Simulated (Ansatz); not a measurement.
Frontier orbitals of C6H15ClO3Sn, SMILES `CC[O][Sn]([Cl])([O]CC)[O]CC`.

```xyz
26

C     2.979   -2.782    1.073
C     1.748   -2.000    1.456
O     1.058   -1.641    0.266
Sn   -0.594   -0.638    0.382
Cl   -2.119   -1.663    1.775
O    -1.248   -0.520   -1.435
C    -2.512    0.078   -1.690
C    -2.772    0.024   -3.174
O    -0.306    1.125    1.153
C     0.602    2.013    0.515
C     0.645    3.298    1.304
H     2.702   -3.685    0.526
H     3.632   -2.181    0.437
H     3.536   -3.074    1.967
H     1.104   -2.606    2.107
H     2.032   -1.102    2.022
H    -2.522    1.120   -1.343
H    -3.306   -0.454   -1.149
H    -2.781   -1.010   -3.523
H    -1.995    0.564   -3.719
H    -3.739    0.478   -3.407
H     1.605    1.570    0.462
H     0.284    2.216   -0.517
H     0.978    3.107    2.326
H     1.336    4.007    0.839
H    -0.346    3.754    1.345
```

Charge 0, multiplicity 1. Correlated methods include outer-core shells of Sn, which these sets cover unevenly. Sn: def2 effective core potential. All single points use the PBE0-D4/def2-TZVP geometry. It is one conformer, not always the lowest. Basis def2-TZVPP, Ansatz 0.2.0.

Orbital energies of one run (eV). Highest occupied ones, from the top: -8.05, -8.12, -8.14, -8.52, -8.80, -9.33, -9.41, -9.49, -10.39, -10.40, -10.53, -10.71, -10.76, -10.80. Empty: -1.68, 0.85, 0.90, 1.00, 1.29, 1.74.

Question: Which functional gave them?
A. B97M-V
B. r2SCAN
C. PBE0
D. HSE06 (plane-wave form)

Answer: C. HOMO energies: PBE0 -8.05, B97M-V -6.95, HSE06 -7.64, r2SCAN -6.81 eV.
